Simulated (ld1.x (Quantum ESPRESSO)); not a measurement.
## What one change does to a pseudopotential (vanadium, RRKJ)

```
Element                 : vanadium (V)
Generator               : ld1.x (Quantum ESPRESSO) 7.5
Type                    : norm-conserving RRKJ (Kleinman–Bylander form)
Functional              : Wu–Cohen
Relativity              : scalar-relativistic
Frozen core             : [Ar]
Valence charge          : 5
Reference configuration : 3d3 4s2 4p0
Partial waves           : 4s (bound): rc 2.85 bohr; 4p (bound, empty): rc 2.55 bohr; 3d (bound): rc 1.70 bohr
Local potential         : the d channel
Core correction         : a·sin(br)/r model core, default radius (core density twice the valence density)
rho0                    : 0.02
```

Change: all radii but the core radius scaled by about 1.15 (s 3.28, p 2.94, d 1.96 bohr).

Cutoffs: the cutoffs (Ry, on a coarse ladder) from which the occupation-weighted sum of valence levels, in a spherical-Bessel basis at the reference potential, stays within 10 and 1 mRy of its value at 400 Ry; they do not see the model core or the augmentation charge, which bear on the density cutoff. Errors are all-electron minus pseudo energies relative to the spin-unpolarised reference configuration.

**Question.** How do hardness, ghosts and transferability respond?

**Answer.** The potential gets softer (70 Ry and 90 Ry → 60 Ry and 70 Ry); both files keep a bound ghost (p, s); the number of tests that count goes from 7 to 5; of the 5 tests that both files solve, the error grows in 3 and shrinks in 1 by more than 15 % and 0.3 meV (median size 30.7 → 34.0 meV). A larger radius leaves more room for a smooth pseudo-wave, so fewer plane waves are needed.

```csv
quantity,base,changed
"cutoff, loose",70 Ry,60 Ry
"cutoff, tight",90 Ry,70 Ry
loose cutoff by channel (10 mRy a level),"s 15 Ry, d 70 Ry","s 10 Ry, d 55 Ry"
bound ghosts,"s, p","s, p"
"tests counted (converged, no solver errors)",7 of 7,5 of 7
"error for 3d3 4s1 4p0, meV [ΔE 7.76 eV]",-2.1,-4.5
"error for 3d3 4s0 4p0, meV [ΔE 21.91 eV]",-31,-73
"error for 3d2 4s0 4p0, meV [ΔE 50.79 eV]",-460,-720
"error for 3d4 4s1 4p0, meV [ΔE 0.58 eV]",-89,-34
"error for 3d3 4s1.5 4p0, meV [ΔE 3.11 eV]",-0.4,-0.5
```

Changed file: Tests not counted: 3d3 4s0 4p2 (solver errors, printed error -132 eV); 3d3 4s0 4p1 (solver errors, printed error -127 eV). A true bound ghost makes a file unfit for plane-wave use even where its test errors are small: the radial tests pick states by their node count and pass the ghost by. Where a test does run into it, the solver fails or the error is huge.
